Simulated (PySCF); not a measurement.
Stepwise substitution at one centre (Si Br-NH2). Gas-phase values, no solvent. One relaxed conformer stands for each flexible species; it need not be the lowest. Strings in code marks are SMILES.

The four lowest singlet excitations (Tamm–Dancoff). The numbers are results of M06-2X/def2-TZVP // PBE0-D3(BJ)/def2-TZVP (PySCF), not measurements. Excitations are Tamm–Dancoff values on a coarser integration grid. The basis has no diffuse functions, so Rydberg states are missing or too high.

```tsv
state	energy (eV)	wavelength (nm)	oscillator strength
S1	6.46	192	0.001
S2	6.47	192	0.004
S3	6.89	180	0.044
S4	7.27	171	0.041
```

Name which member gives these states.
A. `N[Si](Br)(Br)Br`
B. `Br[Si](Br)(Br)Br`
C. `N[Si](N)(N)N`
D. `N[Si](N)(N)Br`

A, `N[Si](Br)(Br)Br`
